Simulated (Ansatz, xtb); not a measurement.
C3H5BrO: 4 structures ranked

4 gas-phase structures of C3H5BrO, from a drawn sample of its isomers (lower ones may exist). Each was relaxed with GFN2-xTB; where two conformers were screened, the lower at r2SCAN-D4/def2-SVP is listed:

A. `CO/C=C\Br`, a singlet
B. `O=CCCBr`, a singlet
C. `CCC(=O)Br`, a singlet
D. `BrC1COC1`, a singlet

Estimate their order in r2SCAN-D4/def2-SVP energy at these geometries, lowest first.

Calculated order at r2SCAN-D4/def2-SVP: C (0.000), B (0.699), A (1.624), D (1.730) eV.

Energies above the lowest of each column, in eV; the last columns are at B3LYP-D3(BJ)/def2-SVP geometries and were run for some of them only (a dash: not run or not comparable):

| structure | GFN2-xTB | HF/STO-3G | r2SCAN-D4/def2-SVP | B3LYP-D3(BJ)/def2-SVP | CCSD(T)/def2-SVP + ΔMP2/def2-TZVPP |
| --- | --- | --- | --- | --- | --- |
| C | 0.000 | 0.000 | 0.000 | 0.000 | 0.000 |
| B | 0.654 | 0.490 | 0.699 | 0.604 | 0.499 |
| A | 0.995 | 1.129 | 1.624 | 1.520 | 1.444 |
| D | 0.834 | 0.242 | 1.730 | – | – |

Every level run on C puts it lowest or level with the lowest. Flexible structures stand in one conformer each, not always the lowest. Frequencies (GFN2-xTB) were run for A, B, C alone. The ΔMP2 step shifts differences by up to 0.168 eV, which makes them less sure. ΔMP2 is the change of the MP2 energy from the smaller to the larger basis.

Over these structures GFN2-xTB departs from r2SCAN-D4/def2-SVP by 0.370 eV on average once a common shift is removed. A GFN2-xTB relaxation took about 0.12 s and the r2SCAN-D4/def2-SVP energy about 2.2 s on a shared host (Ansatz 0.2.0, xtb 6.7.1).
